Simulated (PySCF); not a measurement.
Compound: C4H3F2NSe.
Geometry (PBE0-D3(BJ)/def2-SVP, Å), atoms numbered from 1 in this order:
```
atom  x, y, z in Å
N1     3.1111    0.1680   -0.9644
C2     2.0666   -0.1336   -0.5662
C3     0.7595   -0.5042   -0.0812
Se4   -0.6012   -1.0779   -1.4239
C5    -1.5173   -0.0452   -0.0167
F6    -1.9698   -0.8350    0.9858
C7    -0.1918    0.6149    0.3545
F8    -0.0886    0.9670    1.6591
H9     0.8314   -1.2814    0.6933
H10   -2.3305    0.6087   -0.3622
H11   -0.0342    1.5013   -0.2815
```

Computed, not measured: PySCF, TDDFT CAM-B3LYP/def2-SVPD, vertical, gas phase, core orbitals frozen in the response. The CAM-B3LYP/def2-SVPD calculation is non-relativistic and has no spin–orbit coupling, an omission that weighs most on selenium.

Kohn–Sham orbitals with the atoms that hold most of them (Löwdin shares over 4%, at most four atoms; ? is withheld):

| orbital | ε (eV) | atoms |
| --- | --- | --- |
| HOMO-3 | -11.33 | N1 33%, C2 25%, C7 9%, F8 8% |
| HOMO-2 | -11.06 | N1 22%, Se4 20%, C2 17%, C5 13% |
| HOMO-1 | -10.73 | ? |
| HOMO | -9.04 | ? |
| LUMO | ? | Se4 57%, C3 17%, C5 7%, C2 7% |
| LUMO+1 | 0.10 | Se4 50%, C5 14%, N1 9%, C2 7% |
| LUMO+2 | 0.80 | Se4 28%, C7 12%, C2 11%, H11 11% |

Question: Give the leading atoms of the HOMO.

Answer: Se4 (bonded to 2 C) 75%; C3 (bonded to 2 C, Se and H) 8%; C5 (bonded to C, F, Se and H) 7%. By element: selenium 75%, carbon 15% or more.

Question: Which atoms hold the HOMO-1, and with what shares?

Answer: Se4 (bonded to 2 C) 35%; N1 (bonded to C) 13%; C3 (bonded to 2 C, Se and H) 12%; C2 (bonded to C and N) 8%. By element: selenium 35%, carbon 21% or more, nitrogen 13%.

Question: What is the LUMO energy, and the HOMO–LUMO gap?

Answer: ε(LUMO) = -0.96 eV; the gap is 8.08 eV (0.2968 hartree).

Question: The HOMO–LUMO gap is 8.08 eV. Where does the response calculation put the lowest singlet, and from which orbitals?

Answer: S1 is at 4.03 eV (f = 0.0006), 4.04 eV below the gap, made of HOMO→LUMO (95%). Without the coupling terms of the response equations the lowest excitation would equal the gap.

Question: One configuration dominates each of S1, S2 and S3. Which, and how do the shares of the two leading atoms of either orbital change from the occupied to the empty one?

Answer: 
- S1 (4.03 eV, f 0.0006), HOMO→LUMO (95%): Se4 75% → 57%, C3 8% → 17%
- S2 (5.68 eV, f 0.0056), HOMO→LUMO+1 (92%): Se4 75% → 50%, C3 8% → at most 8%, C5 7% → 14%
- S3 (6.40 eV, f 0.060), HOMO-1→LUMO (77%): Se4 35% → 57%, N1 13% → at most 7%, C3 12% → 17%

Löwdin shares depend on the basis, the more so with diffuse functions.

One conformer stands for the species.
